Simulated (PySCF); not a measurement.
Two-photon absorption: `C=C(F)/C(F)=C/C#N`, C5H3F2N

Geometry:
```json
{"atom": "C1", "x (Å)": "2.191", "y (Å)": "0.122", "z (Å)": "-0.453"}
{"atom": "C2", "x (Å)": "1.038", "y (Å)": "0.421", "z (Å)": "0.147"}
{"atom": "F3", "x (Å)": "0.963", "y (Å)": "1.348", "z (Å)": "1.099"}
{"atom": "C4", "x (Å)": "-0.246", "y (Å)": "-0.203", "z (Å)": "-0.146"}
{"atom": "F5", "x (Å)": "-0.201", "y (Å)": "-1.124", "z (Å)": "-1.091"}
{"atom": "C6", "x (Å)": "-1.400", "y (Å)": "0.106", "z (Å)": "0.474"}
{"atom": "C7", "x (Å)": "-2.634", "y (Å)": "-0.520", "z (Å)": "0.163"}
{"atom": "N8", "x (Å)": "-3.653", "y (Å)": "-1.021", "z (Å)": "-0.073"}
{"atom": "H9", "x (Å)": "2.215", "y (Å)": "-0.641", "z (Å)": "-1.229"}
{"atom": "H10", "x (Å)": "3.109", "y (Å)": "0.639", "z (Å)": "-0.170"}
{"atom": "H11", "x (Å)": "-1.381", "y (Å)": "0.874", "z (Å)": "1.249"}
```

Computed, not measured: PySCF, TDDFT CAM-B3LYP/def2-TZVPD excited states, vertical, gas phase. Geometry: PBE0-D3(BJ)/def2-SVP.

Question: Give the one- and two-photon strengths of the lowest singlets.

Answer: δ for parallel linear polarisation; σ at the peak of a Lorentzian of half width 0.1 eV, single beam; Ω is circular over linear.
```
state  E (eV)      f  photon λ (nm)  δ (au)  σ (GM)     Ω                                main
   S1    5.20  0.781            477    0.91    0.01  1.15                      HOMO→LUMO 0.97
   S2    6.11  0.000            406    <0.1    0.00     –                    HOMO−2→LUMO 0.89
   S3    6.43  0.005            386    1640   24.84  0.73                    HOMO−1→LUMO 0.95
   S4    6.58  0.000            377    33.4    0.53  1.50  HOMO→LUMO+1 0.60, HOMO→LUMO+4 0.24
   S5    7.01  0.005            354    60.9    1.09  1.50  HOMO→LUMO+4 0.48, HOMO→LUMO+1 0.33
   S6    7.50  0.000            331    0.26    0.01  1.50  HOMO−3→LUMO 0.61, HOMO−5→LUMO 0.27
```

Among these, the strongest one-photon state is S1, the strongest two-photon state S3, with a dipole change of 1.1 D (relaxed, norm of the difference vector).
